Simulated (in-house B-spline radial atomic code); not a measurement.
The numbers below are computed, except where a source is named.
**Softness against transferability: the 2p channel of Si**

Si, [Ne] 3s2 3p2, non-relativistic PBE, spherical and spin-unpolarised, from an all-electron radial atomic-structure program (B-spline basis) (atomic units). The all-electron 2p level is ε = -3.512899 hartree and its outer maximum at 0.39 bohr.

Troullier-Martins pseudo-orbitals are made for several radii. The cutoffs (hartree) are the plane-wave energies beyond which the orbital holds less than the named kinetic energy per electron. The phase error is the difference, pseudo minus all-electron, of arctan(R P'/P) at R = 1.12 bohr for all radii, half a hartree below and above the level.

| r_c (bohr) | V_l(0) (hartree) | cutoff for 10 mEh | for 1 mEh | for 0.1 mEh | phase error at ε − 0.5 (mrad) | at ε + 0.5 (mrad) |
| --- | --- | --- | --- | --- | --- | --- |
| 0.44 | -69.97 | 230 | 301 | > 450 | +0.2 | 0.0 |
| 0.51 | -59.46 | 187 | 245 | 422 | +0.4 | +0.1 |
| 0.58 | -51.64 | 156 | 203 | 344 | +1.0 | +0.2 |
| 0.66 | -44.85 | 131 | 167 | 284 | +2.1 | +0.5 |
| 0.73 | -40.19 | 113 | 143 | 247 | +3.9 | +0.9 |
| 0.82 | -35.43 | 95.8 | 120 | 214 | +7.8 | +1.8 |

Q: Which radius needs the lowest cutoff for 1 mEh while both phase errors stay within 2.2 mrad?

A: The radii within that limit are 0.44, 0.51, 0.58, 0.66 bohr; of these r_c = 0.66 needs the least, 167 hartree, that is 334 Ry or 4544 eV.

Q: What does the larger radius buy, and what does it cost?

A: From r_c = 0.44 to 0.82 bohr the cutoff for 1 mEh goes from 301 to 120 hartree, a factor of 2.51, against 3.47 for a pure 1/r_c² scaling, end to end; step by step it is 301, 245, 203, 167, 143, 120, and for 0.1 mEh > 450, 422, 344, 284, 247, 214; the number of plane waves goes as the cutoff to the power 3/2, here a factor of 4.0. The larger of the two phase errors is least at r_c = 0.44 bohr, 0.2 mrad; it is 0.2 at the smallest radius and 7.8 at the largest. These errors test the reference atom alone. Large radii also let the cores of neighbours overlap, which an atom doesn't show.
